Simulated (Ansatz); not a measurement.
`[SiH3][SiH](Cl)Br` + `N=C(F)F` → `FC(F)=N[SiH3]` + `Cl[SiH2]Br` at 700 K and 1 bar (cleavage of the Si–Si bond).

Calculated with Ansatz (gas phase, PBE0-D4/def2-TZVP geometries, no zero-point term in ΔE). CBS: MP2 limit from def2 TZ/QZ plus the TZ coupled-cluster correction, frozen cores. For Br outer-core shells are correlated without core-valence functions, which leaves a few kJ/mol of doubt a bond. Scalar relativity is left out up to krypton. Each species was taken in one conformer, which may not be the lowest.

```json
{"species": "`[SiH3][SiH](Cl)Br`", "CCSD(T)/CBS energy (Eh)": "-3613.75019", "H − E (kJ/mol)": "169.0", "S (J/(mol·K))": "474.1"}
{"species": "`N=C(F)F`", "CCSD(T)/CBS energy (Eh)": "-292.91376", "H − E (kJ/mol)": "108.1", "S (J/(mol·K))": "323.5"}
{"species": "`FC(F)=N[SiH3]`", "CCSD(T)/CBS energy (Eh)": "-583.21240", "H − E (kJ/mol)": "173.5", "S (J/(mol·K))": "425.0"}
{"species": "`Cl[SiH2]Br`", "CCSD(T)/CBS energy (Eh)": "-3323.46904", "H − E (kJ/mol)": "97.6", "S (J/(mol·K))": "369.7"}
```

H − E and S are ideal-gas, rigid-rotor, harmonic terms from PBE0-D4/def2-TZVP, for one conformer and one mirror image of each species. 1 Eh = 2625.50 kJ/mol, R = 8.31446 J/(mol·K).

Task: By hand: ΔE, ΔH, ΔS and ΔG.

Result: ΔE = (-583.21240) + (-3323.46904) − (-3613.75019) − (-292.91376) = -0.01749 Eh = -45.9 kJ/mol. Δ(H − E) = 173.5 + 97.6 − 169.0 − 108.1 = -6.0, so ΔH = -51.9 kJ/mol. ΔS = 425.0 + 369.7 − 474.1 − 323.5 = -2.9 J/(mol·K). ΔG = -51.9 − 700 × (-2.9)/1000 = -49.9 kJ/mol.

Task: By hand: the equilibrium constant, and the temperature at which ΔG would vanish if ΔH and ΔS stayed fixed.

Result: log₁₀ K = −ΔG/(RT ln 10) = 3.7. ΔG = 0 at ΔH/ΔS = 17897 K, far beyond where these terms or the molecules hold.

The number of gas molecules stays the same, so ΔS is small and ΔH decides. A doubt of 5 kJ/mol in ΔE shifts log₁₀ K by 0.4 here. Other conformers and mirror images would add mixing entropy, several J/(mol·K) or more a flexible species. These are equilibria of isolated gas molecules and say nothing of rates. Largest T1 diagnostic: 0.013 (customary marks: 0.02 for closed shells, 0.045 for open ones).
